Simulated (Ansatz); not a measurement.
System: Bi, charge 0, quartet.

Total energies in hartree (Ansatz, a first-principles code). Radicals and triplets start from unrestricted determinants; spin-orbit coupling is neglected. Cores are frozen in correlated methods (noble-gas shells, and filled d and f shells in the p block). Past Kr the def2 sets carry scalar-relativistic core potentials. Spin-orbit terms, left out, reach several kcal/mol for Br and I, and more for heavier atoms.

```csv
species,HF/def2-TZVPPD,CCSD(T)/def2-TZVPPD,HF/def2-QZVPPD,CCSD(T)/def2-QZVPPD,CCSDT(Q)/def2-QZVPPD
1: Bi (quartet),-213.59380,-213.65662,-213.59451,-213.66152,-213.66192
2: Bi+ (triplet),-213.29197,-213.34119,-213.29302,-213.34505,-213.34529
```

Work out the first ionisation energy (Bi+ (triplet) against Bi (quartet)) in eV: take Hartree-Fock from def2-QZVPPD, extrapolate the CCSD(T) correlation energy as X^-3 (X = 3, 4), and add CCSDT(Q) - CCSD(T) in def2-QZVPPD. 1 hartree = 27.211 eV.


Species 1: correlation (64·(-0.06701) - 27·(-0.06282))/37 = -0.07007; step -0.00040; E1 = -213.59451 + (-0.07007) + (-0.00040) = -213.66498
Species 2: correlation (64·(-0.05203) - 27·(-0.04922))/37 = -0.05408; step -0.00024; E2 = -213.29302 + (-0.05408) + (-0.00024) = -213.34734
-1·E1 +1·E2 = 0.31764 hartree = 8.64 eV.
